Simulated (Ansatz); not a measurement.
Cs(Br) anion (BrCs), SMILES [Br][Cs] (connectivity only; charge and spin as stated), charge -1, multiplicity 2.

Geometry optimised at B3LYP-D3(BJ)/def2-TZVPD. The spin state was assumed, not searched. The def2 effective core potentials stand for the cores of Cs; spin–orbit coupling is left out.

Two levels are set side by side: PBE/def2-TZVPD (Ansatz, a program for electronic structure) and PBE0/def2-TZVPD (Ansatz). Energy differences of separate SCF runs at the same geometry; the states with an electron removed or added have multiplicity 1. Differences are taken from unrounded values.

```json
[
 {"quantity": "vertical ionisation energy (eV)", "PBE": "0.65"}
]
```

Task: These are the PBE values. What does PBE0 give? (The exact figures need the calculation; the answer reports its results.)

Result: 
```tsv
quantity	PBE0	PBE minus PBE0
vertical ionisation energy (eV)	0.64	0.01
```
